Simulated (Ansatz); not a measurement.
Cu₂S₂⁺, relaxed as a doublet with UKS r2SCAN-D4/def2-SVP in Ansatz, starting from the r2SCAN-D4/def2-SVP geometry of the neutral singlet. Force threshold 0.02 eV/Å.

The structure comes from a short search, and lower isomers may exist.

Start:

```xyz
4

Cu    0.905    0.820    0.373
Cu   -0.807   -0.719   -0.679
S    -1.191    1.193    0.194
S     1.093   -1.293    0.112
```

Q: Estimate the energy that the relaxation releases and the steps that it takes.

A: 17.0 kJ/mol, in 5 steps; 20 s on 4 threads of Arm Neoverse V1 on a shared host. No frequencies were taken in this run, so the end may be a saddle point.

Q: Does the start keep its bonding and symmetry?

A: By distances, no bond broke or formed. The bond that changes most is Cu1–S3, from 2.14 to 2.14 Å (atoms count from 1). Point group C2v at the start, D2h at the end, both within 0.05 Å.

Q: Predict the relaxed structure.

A: 
```xyz
4

Cu    0.954    0.857    0.585
Cu   -0.953   -0.857   -0.587
S    -1.086    1.181    0.040
S     1.085   -1.182   -0.038
```
Bond lengths (bridged metal pairs left out): 4 × Cu–S 2.14 Å.
